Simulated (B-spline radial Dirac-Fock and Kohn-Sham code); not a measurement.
Calculated with a radial finite-basis atomic code, using relativistic Hartree-Fock (Dirac-Fock) wave functions, averaged over the configuration.

Q: This computed X-ray form factor belongs to an atom or ion in its tabulated ground configuration. Which?

| sin θ/λ (Å⁻¹) | f₀ |
| --- | --- |
| 0.05 | 6.997 |
| 0.1 | 6.990 |
| 0.15 | 6.977 |
| 0.9 | 6.232 |
| 1 | 6.070 |
| 1.2 | 5.718 |
| 1.8 | 4.562 |
| 2.5 | 3.331 |
| 3.5 | 2.169 |

A: Sr³¹⁺, with 7 electrons in [He] 2s2 2p3. f₀ tends to the number of electrons as s goes to zero, which the first rows give only roughly, and the rate of fall reflects the nuclear charge, 38.
